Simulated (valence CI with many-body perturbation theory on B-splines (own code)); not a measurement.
Valence orbitals of Os XLIII

Calculated by relativistic CI+MBPT: six valence electrons over a frozen Dirac-Fock core [Ar] 3d10, radial functions for each j: 9 s, 9 p, 8 d, 6 f, 3 g, 1 h, with the one-electron correlation potential Σ1, the two-electron term Σ2, the three-electron term Σ3, Breit, model QED; selected CI, second order for the rest, scaled by the run's own slope (own B-spline code, finite nucleus).

No measured spectrum was set against this ion. As an estimate, large intervals hold to a few tenths of a per cent, small ones and those within an open d or f shell to about a per cent. Among the levels kept, up to 650 cm⁻¹ of a level comes from second order outside the variational space, and about a tenth of that is noise between levels of different J, which matters for small intervals.

These are the spectroscopic orbitals of the CI (the correlating ones are not listed), shaped by the core and the other valence electrons. h is the expectation value of the core's Dirac-Fock operator, without the valence repulsion; Σ1 is computed up to l = 3 at one energy for each symmetry, that of its lowest orbital but kept below the first core excitation, so for empty shells it is not the orbital's own correlation shift; Breit and QED include the response of the core, and the two lowest orbitals of each symmetry also the frequency dependence of Breit exchange, which makes a step in that column.

| Orbital | h (hartree) | Σ1 (cm⁻¹) | Breit (cm⁻¹) | QED (cm⁻¹) | ⟨r⟩ (bohr) |
| --- | --- | --- | --- | --- | --- |
| 4s1/2 | -96.202 | -14460 | 15394 | 11659 | 0.3863 |
| 5s1/2 | -57.627 | -5185 | 6786 | 5257 | 0.6527 |
| 6s1/2 | -38.377 | -2502 | 3512 | 2778 | 0.9911 |
| 7s1/2 | -27.394 | -1422 | 2079 | 1653 | 1.398 |
| 4p1/2 | -92.409 | -15383 | 24000 | 567 | 0.3832 |
| 5p1/2 | -55.768 | -5580 | 10720 | 266 | 0.6566 |
| 6p1/2 | -37.344 | -2734 | 5645 | 144 | 1.001 |
| 7p1/2 | -26.761 | -1568 | 3372 | 87.2 | 1.414 |
| 4p3/2 | -88.079 | -13091 | 13896 | 1533 | 0.4039 |
| 5p3/2 | -53.73 | -5008 | 6291 | 709 | 0.6832 |
| 6p3/2 | -36.223 | -2512 | 3666 | 384 | 1.033 |
| 7p3/2 | -26.08 | -1459 | 2204 | 232 | 1.452 |
| 4d3/2 | -82.247 | -15023 | 10715 | -542 | 0.3915 |
| 5d3/2 | -50.917 | -5604 | 4906 | -234 | 0.6833 |
| 6d3/2 | -34.666 | -2833 | 2680 | -125 | 1.043 |
| 4d5/2 | -81.314 | -14135 | 6744 | -65.8 | 0.3973 |
| 5d5/2 | -50.467 | -5288 | 2984 | -15.6 | 0.6903 |
| 6d5/2 | -34.413 | -2676 | 1636 | -4.6 | 1.051 |
| 4f5/2 | -75.125 | -14466 | 4350 | -355 | 0.3623 |
| 5f5/2 | -47.687 | -4602 | 1854 | -165 | 0.6695 |
| 4f7/2 | -74.877 | -13820 | 1802 | -177 | 0.3646 |
| 5f7/2 | -47.548 | -4406 | 789 | -77.5 | 0.6722 |
| 5g7/2 | -46.074 |  | 167 | -36.0 | 0.6157 |
| 5g9/2 | -46.017 |  | -6.7 | 1.6 | 0.6169 |

Among the shells of the start configuration 4s2 4p4, Σ1 is largest in size for 4p1/2, where it is 0.076 % of h.

Lowest root of each symmetry, sizes in configuration state functions:

```json
{"J": "0", "Parity": "even", "Roots": "3", "Reference": "20", "Variational": "26038", "Second order": "713829", "Change by selected CI (cm⁻¹)": "-22313", "Change by second order (cm⁻¹)": "-25"}
{"J": "1", "Parity": "even", "Roots": "2", "Reference": "37", "Variational": "59993", "Second order": "1936472", "Change by selected CI (cm⁻¹)": "-20266", "Change by second order (cm⁻¹)": "-59"}
{"J": "2", "Parity": "even", "Roots": "4", "Reference": "56", "Variational": "59997", "Second order": "3540061", "Change by selected CI (cm⁻¹)": "-20587", "Change by second order (cm⁻¹)": "-85"}
{"J": "0", "Parity": "odd", "Roots": "5", "Reference": "18", "Variational": "43318", "Second order": "877853", "Change by selected CI (cm⁻¹)": "-42321", "Change by second order (cm⁻¹)": "-35"}
{"J": "1", "Parity": "odd", "Roots": "9", "Reference": "47", "Variational": "59120", "Second order": "2572292", "Change by selected CI (cm⁻¹)": "-42025", "Change by second order (cm⁻¹)": "-228"}
{"J": "2", "Parity": "odd", "Roots": "10", "Reference": "62", "Variational": "55994", "Second order": "4104908", "Change by selected CI (cm⁻¹)": "-41702", "Change by second order (cm⁻¹)": "-531"}
{"J": "3", "Parity": "odd", "Roots": "8", "Reference": "65", "Variational": "54882", "Second order": "4582718", "Change by selected CI (cm⁻¹)": "-42934", "Change by second order (cm⁻¹)": "-505"}
{"J": "4", "Parity": "odd", "Roots": "5", "Reference": "56", "Variational": "52582", "Second order": "4083427", "Change by selected CI (cm⁻¹)": "-43124", "Change by second order (cm⁻¹)": "-343"}
{"J": "5", "Parity": "odd", "Roots": "1", "Reference": "39", "Variational": "44478", "Second order": "2570867", "Change by selected CI (cm⁻¹)": "-46391", "Change by second order (cm⁻¹)": "-135"}
```
